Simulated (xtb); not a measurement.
H₃O₃Sb, SMILES [OH][Sb]([OH])[OH]. All values are semi-empirical tight-binding results from xtb (GFN2-xTB unless named), good for trends rather than for accurate numbers. Geometry: GFN2-xTB. The values are those of a single conformer.

Optimised geometry:

```xyz
7

Sb    -0.0136     0.0299     0.3939
O      1.4350    -0.9317    -0.4684
H      1.5053    -0.6615    -1.3856
O     -1.3755    -0.7108    -0.8251
H     -1.5683    -1.6286    -0.6422
O      0.1006     1.5599    -0.7775
H     -0.5234     1.4276    -1.4940
```
Charge 0, spin multiplicity 1.

For metal compounds this method's bond lengths and energies can be far off.

Estimate the properties. (Estimate from the structure and the level; the computed values follow.)


```yaml
orbital_gap: 6.02 eV
zero_point_energy: 23.1 kcal/mol
G − E(el) at 298.15 K (modified RRHO): 3.6 kcal/mol
```

Computed atomic charges and the Wiberg bond orders between heavy atoms:
charges (e) Sb1 0.55, O2 -0.50, H3 0.33, O4 -0.51, H5 0.30, O6 -0.50, H7 0.33. Bond orders Sb1–O2 1.15, Sb1–O4 1.12, Sb1–O6 1.16.
